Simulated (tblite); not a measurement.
Compound: C₅H₆F₂O.
Cartesian coordinates in Å at the GFN2-xTB level; atoms count from 1:
```xyz
14
C5H6F2O angstrom
C      1.990    0.801   -0.218
C      1.248   -0.271   -0.021
C     -0.019   -0.562   -0.763
C     -1.211   -0.698    0.202
F     -2.333   -1.060   -0.501
C     -1.432    0.622    0.902
O     -0.918    1.010    1.890
F     -2.286    1.412    0.220
H      1.724    1.555   -0.940
H      2.899    0.968    0.333
H      1.536   -1.013    0.711
H     -0.237    0.226   -1.487
H      0.067   -1.510   -1.301
H     -1.027   -1.480    0.950
```

All values are computed: GFN2-xTB (tblite) harmonic vibrations without scaling, gas phase. Against measured fundamentals such values can be off by several per cent, at times by over 20. One conformer, not necessarily the lowest.

Harmonic wavenumbers (cm⁻¹): 26.0, 54.4, 66.1, 157.9, 222.9, 267.3, 354.0, 429.3, 514.9, 597.1, 622.1, 681.3, 803.5, 903.3, 923.2, 961.6, 1014.7, 1022.7, 1055.6, 1080.9, 1120.3, 1170.4, 1236.2, 1254.5, 1285.4, 1307.6, 1409.8, 1463.9, 1719.6, 1863.8, 2921.7, 2963.1, 2995.7, 3068.6, 3107.6, 3143.5.

A = 2750, B = 1606, C = 1214 MHz; mass 120.039 u (most abundant isotopes); point group C1, symmetry number 1.

What is the zero-point energy?

Half the sum of the wavenumbers: 21895 cm⁻¹ = 62.60 kcal/mol.

What is S at 400 K and 1 bar for an ideal gas of classical rigid rotors and harmonic oscillators?

Translation 41.75, rotation 29.36, vibration 34.01: S = 105.1 cal/(mol K).

And Cp and H(400 K) − H(0)?

Cp = 38.48 cal/(mol K), of which vibrations give 30.53 (their classical limit is 36 R = 71.5); H(400 K) − H(0) = 9.61 kcal/mol without the zero-point energy, 6.43 from vibrations.

Which modes carry the vibrational entropy at 400 K?

26.0 cm⁻¹: 6.70; 54.4 cm⁻¹: 5.23; 66.1 cm⁻¹: 4.85; 157.9 cm⁻¹: 3.14; 222.9 cm⁻¹: 2.48; 267.3 cm⁻¹: 2.14 cal/(mol K); the other 30 give 9.47 together.

Blend soft modes into free rotors: weight 1/[1 + (100 cm⁻¹/ν̃)⁴] for the oscillator and the rest for a rotor with moment μB/(μ + B), μ = h/(8π²ν), B = 10⁻⁴⁴ kg m². What vibrational entropy results?

29.30 cal/(mol K) in place of 34.01, which changes −T·S at 400 K by +1.88 kcal/mol.

How do the functions run with temperature in this model?

```json
{"T (K)": "150", "S (cal/(mol K))": "77.7", "Cp (cal/(mol K))": "20.4", "H − H(0) (kcal/mol)": "2.25", "G − H(0) (kcal/mol)": "-9.40", "ln q(vib)": "3.69"}
{"T (K)": "250", "S (cal/(mol K))": "89.8", "Cp (cal/(mol K))": "27.5", "H − H(0) (kcal/mol)": "4.64", "G − H(0) (kcal/mol)": "-17.80", "ln q(vib)": "5.92"}
{"T (K)": "298.15", "S (cal/(mol K))": "94.9", "Cp (cal/(mol K))": "31.1", "H − H(0) (kcal/mol)": "6.05", "G − H(0) (kcal/mol)": "-22.25", "ln q(vib)": "6.94"}
{"T (K)": "600", "S (cal/(mol K))": "123.0", "Cp (cal/(mol K))": "49.6", "H − H(0) (kcal/mol)": "18.49", "G − H(0) (kcal/mol)": "-55.29", "ln q(vib)": "12.97"}
{"T (K)": "900", "S (cal/(mol K))": "145.2", "Cp (cal/(mol K))": "59.7", "H − H(0) (kcal/mol)": "35.02", "G − H(0) (kcal/mol)": "-95.63", "ln q(vib)": "18.45"}
```

q(vib) and H(0) count from the zero-point level.

What must be added to the electronic energy to get the Gibbs energy at 400 K and 1 bar?

ZPE + [H(400 K) − H(0)] − T·S = 62.60 + 9.61 − 42.05 = 30.16 kcal/mol.

Hindered rotation and anharmonicity are outside this model. Other conformers, if any are populated, would add a mixing term that is left out. The structure is chiral; the term R ln 2 for an equal mix with its mirror image is left out.

On one thread of an Arm Neoverse N1, shared host, this took 0.52 s wall. The figure is for the frequency step alone.
